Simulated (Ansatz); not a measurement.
A structure relaxed at PBE0-D4/def2-TZVP, charge 0, multiplicity 1:

| atom | x (Å) | y (Å) | z (Å) |
| --- | --- | --- | --- |
| C1 | -1.198 | 0.583 | 0.941 |
| C2 | -0.536 | -0.760 | 0.793 |
| F3 | 0.639 | -0.766 | 1.518 |
| S4 | -0.224 | -1.263 | -0.930 |
| Si5 | 1.375 | 0.042 | -1.487 |
| H6 | -0.576 | 1.374 | 0.521 |
| H7 | -1.366 | 0.792 | 2.000 |
| H8 | -2.158 | 0.583 | 0.423 |
| H9 | -1.166 | -1.559 | 1.193 |
| H10 | 2.617 | -0.243 | -0.730 |
| H11 | 1.018 | 1.474 | -1.316 |
| H12 | 1.575 | -0.256 | -2.926 |

**Question.** Give its formula and SMILES.

**Answer.** C2H7FSSi, `CC(F)S[SiH3]`.

**Question.** Summarise the bond lengths by kind.

**Answer.** 1 × C–C 1.504 Å; 4 × C–H 1.090 to 1.094 Å; 1 × C–F 1.381 Å; 1 × C–S 1.823 Å; 1 × S–Si 2.137 Å; 3 × H–Si 1.482 to 1.486 Å.

Computed with Ansatz.
